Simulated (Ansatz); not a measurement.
```yaml
crystal:
  periodic: [false, false, false]
  atoms:
    - {symbol: C, position_ang: [-1.283420, 0.084390, 1.196244]}
    - {symbol: C, position_ang: [-0.384084, -1.012335, 0.635793]}
    - {symbol: Si, position_ang: [1.187539, -0.341551, -0.161441]}
    - {symbol: Ga, position_ang: [0.768415, 1.176024, -1.991663]}
    - {symbol: H, position_ang: [-2.181554, -0.328827, 1.662471]}
    - {symbol: H, position_ang: [-0.764174, 0.677374, 1.954182]}
    - {symbol: H, position_ang: [-1.611184, 0.771690, 0.410841]}
    - {symbol: H, position_ang: [-0.924267, -1.602226, -0.112221]}
    - {symbol: H, position_ang: [-0.096093, -1.712758, 1.426767]}
    - {symbol: H, position_ang: [1.994069, 0.373489, 0.874884]}
    - {symbol: H, position_ang: [2.036207, -1.469227, -0.653669]}
    - {symbol: H, position_ang: [1.950781, 1.899661, -2.739959]}
    - {symbol: H, position_ang: [-0.692244, 1.484297, -2.502238]}
basis:
  gaussian: {orbitals: def2-mTZVP, final_grid: {core_spheres: 20, valence_spheres: 16, degree: 47}}
total_charge: 1
magnetization: {spin_polarized: true, initial_magnetization: 1}
hamiltonian: {xc: {name: B2GP-PLYP}}
multiplicity: 3
output: {forces: true}
```

```sh
$ ansatz run in.yaml --threads 4 --pin off --events-out ev --progress --plain --max-ram 10444MiB
```

Shortened log:

```
Error: YAML parse error: error: line 22 column 1: unknown field `multiplicity`, expected one of crystal, accuracy, basis, kpoints, hamiltonian, magnetization, projection, total_charge, correlation, batch, efield, external_charges, scf, relax, neb, saddle, md, ramp, phonons, dielectric, real_time, elastic, magnetic_configurations, gw, evaluate, workflow, output, checkpoint, execution
20 | magnetization: {spin_polarized: true, initial_magnetization: 1}
21 | hamiltonian: {xc: {name: B2GP-PLYP}}
22 | multiplicity: 3
23 | output: {forces: true}
```

In this input the input holds a key that doesn't belong there. The input was rejected before any iteration.
